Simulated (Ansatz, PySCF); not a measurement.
# Bi(OH)5 in two programs

Bi(OH)5 (singlet), relaxed with PySCF 2.14.0, RKS B3LYP, Bi def2-SVP with ECP60, O def2-SVP, H def2-SVP; non-relativistic Hamiltonian with scalar-relativistic core potentials where named; density fitting; no spin-orbit coupling:

```xyz
11

Bi   -0.0184    0.0106    0.0402
O    -0.2568   -0.0561    2.1273
H     0.5892   -0.3633    2.4947
O     2.1070   -0.1341    0.2626
H     2.4457    0.5863    0.8188
O     0.2008    1.8009   -1.0096
H     1.1490    1.8382   -1.2276
O    -2.0973    0.1207   -0.1019
H    -2.4179   -0.0752    0.7962
O     0.1382   -1.7624   -1.0348
H     1.0934   -1.9540   -1.0490
```

There the HOMO–LUMO gap is 4.38 eV. 

The same geometry by Ansatz 0.2.0 (PBE, PAW, a periodic box with 9 Å of vacuum):

```tsv
spin-orbit coupling	gap (eV)	largest force component (eV/Å)
without	2.54	0.30
```

Question: What does the run with spin-orbit coupling give?

Answer: gap (eV): 2.58, largest force component (eV/Å): 0.32. It took 13 s on 2 threads of AMD EPYC 9R45 96-Core Processor (Zen 5), with other jobs on the host, peak memory 3 GiB.

The spin-orbit runs use fully relativistic datasets of their own, so changes of a few hundredths of an eV needn't come from the coupling.

The two programs differ in functional, so their gaps don't test each other.
